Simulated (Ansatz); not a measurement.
Geometry optimisation, RKS BLYP-D4/def2-SVP (Ansatz 0.2.0).

input.yaml

```yaml
crystal:
  periodic: [false, false, false]
  atoms:
    - { symbol: Ti, position_ang: [0.0, 0.0, 0.0] }
    - { symbol: F, position_ang: [0.0, 0.0, 1.83] }
    - { symbol: F, position_ang: [1.7257, 0.0, -0.6094] }
    - { symbol: F, position_ang: [-0.8619, 1.4933, -0.6094] }
    - { symbol: F, position_ang: [-0.8619, -1.4933, -0.6094] }
basis:
  gaussian: { orbitals: def2-SVP }
hamiltonian:
  xc: blyp
  dispersion: d4
relax:
  f_tol: 0.02
  max_steps: 40
output:
  orbitals: {}
```

Run as:

```bash
$ ansatz run input.yaml --threads 2 --pin off --max-ram 3072MiB --backend cpu --events-out ev --progress --plain --runs-dir out
```

Where does it end, and by what steps?

It converged. After 3 steps the energy has fallen by 0.356 eV; F3 moved furthest, 0.08 Å.

| step | energy less start (eV) | largest force component (eV/Å) | accepted |
| --- | --- | --- | --- |
| 0 | 0.0000 | 2.155 | yes |
| 1 | -0.3214 | 0.745 | yes |
| 2 | -0.3553 | 0.107 | yes |
| 3 | -0.3560 | 0.002 | yes |

```xyz
5
Properties=species:S:1:pos:R:3
Ti 0.000 0.000 0.000
F 0.000 0.000 1.753
F 1.653 0.000 -0.584
F -0.826 1.431 -0.584
F -0.826 -1.431 -0.584
```

Whether the end is a true minimum wasn't checked by a vibrational analysis.

Run time: 7.2 s on 2 threads of Arm Neoverse V1, on a shared host, peak memory 0.13 GiB.
